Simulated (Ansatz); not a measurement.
A structure relaxed at PBE0-D4/def2-TZVP, charge 0, multiplicity 1:

Cartesian coordinates in Å:
```
C 0.216 0.655 -2.233
B 0.387 -0.435 -1.120
B 0.290 -0.240 0.491
C 1.337 0.107 1.596
Si -1.657 -0.468 1.066
H -0.533 0.361 -2.974
H 1.165 0.690 -2.787
H -0.004 1.665 -1.885
H 0.497 -1.579 -1.501
H 1.329 1.209 1.630
H 1.089 -0.226 2.607
H 2.363 -0.180 1.356
H -1.764 -1.618 2.010
H -2.095 0.762 1.789
H -2.620 -0.702 -0.046
```

(1) Give its formula and SMILES.

(2) Point group (tolerance 0.08 Å, 0.16 Å for H)?

(3) Summarise the bond lengths by kind.

Results:

(1) C2H10B2Si, `CBB(C)[SiH3]`.

(2) C1.

(3) 2 × B–C 1.561 to 1.567 Å; 6 × C–H 1.091 to 1.103 Å; 1 × B–B 1.626 Å; 1 × B–H 1.210 Å; 1 × B–Si 2.042 Å; 3 × H–Si 1.490 to 1.493 Å.

Results of the Gaussian-basis code of Ansatz.
